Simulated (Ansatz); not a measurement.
`[SH][Au]` + HCl → `[Cl][Au]` + H₂S at 600 K and 1 bar (ligand exchange at the Au–S bond).

Computed with Ansatz on PBE0-D4/def2-TZVP structures; ΔE is electronic, products minus reactants. CCSD(T)/CBS adds triple-zeta CCSD(T) − MP2 to the extrapolated MP2 energy (def2 sets, frozen cores). This one scheme is used for every species. Elements past krypton have def2 core potentials. For Au outer-core shells are correlated without core-valence functions, which leaves a few kJ/mol of doubt a bond.

| species | CCSD(T)/CBS energy (Eh) | H − E (kJ/mol) | S (J/(mol·K)) |
| --- | --- | --- | --- |
| `[SH][Au]` | -533.91058 | 47.6 | 306.5 |
| HCl | -460.38127 | 35.4 | 207.2 |
| `[Cl][Au]` | -595.30960 | 22.8 | 277.6 |
| H₂S | -398.97279 | 60.8 | 230.9 |

H − E and S are ideal-gas, rigid-rotor, harmonic terms from PBE0-D4/def2-TZVP. 1 Eh = 2625.50 kJ/mol, R = 8.31446 J/(mol·K).

Q: By hand: ΔE, ΔH, ΔS and ΔG.

A: ΔE = (-595.30960) + (-398.97279) − (-533.91058) − (-460.38127) = 0.00946 Eh = 24.8 kJ/mol. Δ(H − E) = 22.8 + 60.8 − 47.6 − 35.4 = 0.6, so ΔH = 25.4 kJ/mol. ΔS = 277.6 + 230.9 − 306.5 − 207.2 = -5.2 J/(mol·K). ΔG = 25.4 − 600 × (-5.2)/1000 = 28.5 kJ/mol.

Q: By hand: the equilibrium constant, and the temperature at which ΔG would vanish if ΔH and ΔS stayed fixed.

A: log₁₀ K = −ΔG/(RT ln 10) = -2.5. ΔH and −TΔS have one sign here, so there is no such temperature.

The number of gas molecules stays the same, so ΔS is small and ΔH decides. A doubt of 5 kJ/mol in ΔE shifts log₁₀ K by 0.4 here. These are equilibria of isolated gas molecules and say nothing of rates. Largest T1 diagnostic: 0.025 (customary marks: 0.02 for closed shells, 0.045 for open ones).

ΔS is within the doubt of such terms, so its sign, and with it that verdict, could turn.
